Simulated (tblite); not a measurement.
C₆H₅F₂N₃.
Numbering: `[N:1]#[C:2][c:3]1[cH:4][n:5][n:6]([CH2:7][CH:8]([F:9])[F:10])[cH:11]1` (hydrogens: H12 on C4; H13, H14 on C7; H15 on C8; H16 on C11)

Computed with GFN2-xTB (tblite), gas phase: L-BFGS steps from a force-field or distance-geometry start until the largest atomic force falls under 0.01 eV/Å.

The end geometry, which sets the zero of energy:
```
atom  x, y, z in Å
N1     -4.1201    1.0296    1.3447
C2     -3.1478    0.6647    0.8595
C3     -1.9673    0.2028    0.2610
C4     -1.7618   -1.0336   -0.3974
N5     -0.5301   -1.1213   -0.8382
N6      0.0755    0.0184   -0.4994
C7      1.4683    0.1990   -0.7803
C8      2.3249   -0.3665    0.3597
F9      2.1664    0.3822    1.4762
F10     3.6325   -0.3003    0.0331
C11    -0.7444    0.8464    0.1733
H12    -2.4655   -1.8261   -0.5530
H13     1.6966    1.2617   -0.8976
H14     1.7178   -0.3418   -1.6966
H15     2.0769   -1.4096    0.6076
H16    -0.4294    1.8034    0.5360
```

Problem. These geometries come from the run, each turned onto the end geometry. Order them by energy, lowest first.
A.
```
atom  x, y, z in Å
N1     -4.1374    1.0433    1.3082
C2     -3.1475    0.6848    0.8548
C3     -1.9611    0.2168    0.2750
C4     -1.7772   -1.0227   -0.3837
N5     -0.5488   -1.1315   -0.8283
N6      0.0749   -0.0015   -0.4894
C7      1.4644    0.1733   -0.7879
C8      2.3395   -0.3643    0.3529
F9      2.0740    0.3109    1.4960
F10     3.6413   -0.1494    0.0657
C11    -0.7278    0.8400    0.1885
H12    -2.5001   -1.7963   -0.5420
H13     1.6917    1.2343   -0.9262
H14     1.7029   -0.3780   -1.7006
H15     2.1898   -1.4370    0.5480
H16    -0.3862    1.7865    0.5576
```
B.
```
atom  x, y, z in Å
N1     -4.0257    1.2290    1.3436
C2     -3.1120    0.7471    0.8274
C3     -1.9901    0.1782    0.2382
C4     -1.8588   -1.0730   -0.4178
N5     -0.6166   -1.2374   -0.8435
N6      0.0655   -0.1089   -0.4979
C7      1.4693    0.1572   -0.7624
C8      2.3831   -0.3220    0.3696
F9      2.0340    0.2588    1.5409
F10     3.6462    0.0421    0.0558
C11    -0.7337    0.7506    0.1577
H12    -2.6715   -1.7931   -0.5317
H13     1.6415    1.2453   -0.8131
H14     1.8190   -0.3453   -1.6745
H15     2.3776   -1.4209    0.4484
H16    -0.4351    1.7010    0.5480
```
C.
```
atom  x, y, z in Å
N1     -4.0530    1.2097    1.3320
C2     -3.1298    0.7391    0.8414
C3     -1.9850    0.1915    0.2501
C4     -1.8176   -1.0508   -0.4102
N5     -0.5829   -1.1886   -0.8308
N6      0.0601   -0.0749   -0.4732
C7      1.4439    0.1495   -0.7670
C8      2.3674   -0.3485    0.3570
F9      2.0375    0.2333    1.5333
F10     3.6361    0.0200    0.0757
C11    -0.7386    0.7871    0.1826
H12    -2.5402   -1.8226   -0.5852
H13     1.6049    1.2278   -0.8719
H14     1.7129   -0.3599   -1.6969
H15     2.3588   -1.4356    0.5083
H16    -0.3818    1.7319    0.5436
```
D.
```
atom  x, y, z in Å
N1     -4.0319    1.2342    1.3503
C2     -3.1233    0.7536    0.8281
C3     -1.9587    0.1504    0.2220
C4     -1.8850   -1.0837   -0.4220
N5     -0.6254   -1.2026   -0.8192
N6      0.0815   -0.1319   -0.5097
C7      1.4860    0.1620   -0.7682
C8      2.3780   -0.3323    0.3833
F9      2.0170    0.2775    1.5660
F10     3.6607    0.0417    0.0354
C11    -0.7242    0.7390    0.1478
H12    -2.7004   -1.8013   -0.5252
H13     1.6530    1.2644   -0.8040
H14     1.8257   -0.3552   -1.6793
H15     2.3807   -1.4169    0.4291
H16    -0.4413    1.7102    0.5541
```
E.
```
atom  x, y, z in Å
N1     -4.1203    1.1098    1.3024
C2     -3.1464    0.7073    0.8506
C3     -1.9701    0.2047    0.2760
C4     -1.7852   -1.0295   -0.3931
N5     -0.5545   -1.1382   -0.8319
N6      0.0722   -0.0141   -0.4781
C7      1.4601    0.1660   -0.7861
C8      2.3520   -0.3596    0.3506
F9      2.0479    0.2662    1.5112
F10     3.6445   -0.0739    0.0821
C11    -0.7347    0.8252    0.1985
H12    -2.5011   -1.8090   -0.5508
H13     1.6762    1.2281   -0.9447
H14     1.6958   -0.4002   -1.6911
H15     2.2627   -1.4454    0.5119
H16    -0.4066    1.7716    0.5811
```

Solution. A (0.006 eV), E (0.010 eV), C (0.033 eV), B (0.177 eV), D (0.448 eV).

In the order of the answer:

```
step  E above end (eV)  largest force (eV/Å)  rms force component (eV/Å)  rms distance from end (Å)  rms bond change (Å)  bond most changed (Å)
  38             0.006                  0.05                       0.019                      0.066                0.001         C11–H16 +0.001
  29             0.010                  0.07                       0.026                      0.099                0.001           C7–C8 +0.003
  12             0.033                  0.15                       0.049                      0.145                0.002           C7–C8 +0.004
   2             0.177                  1.46                       0.349                      0.172                0.012           N5–N6 +0.029
   0             0.448                  2.96                       0.759                      0.179                0.021           C2–C3 +0.043
```
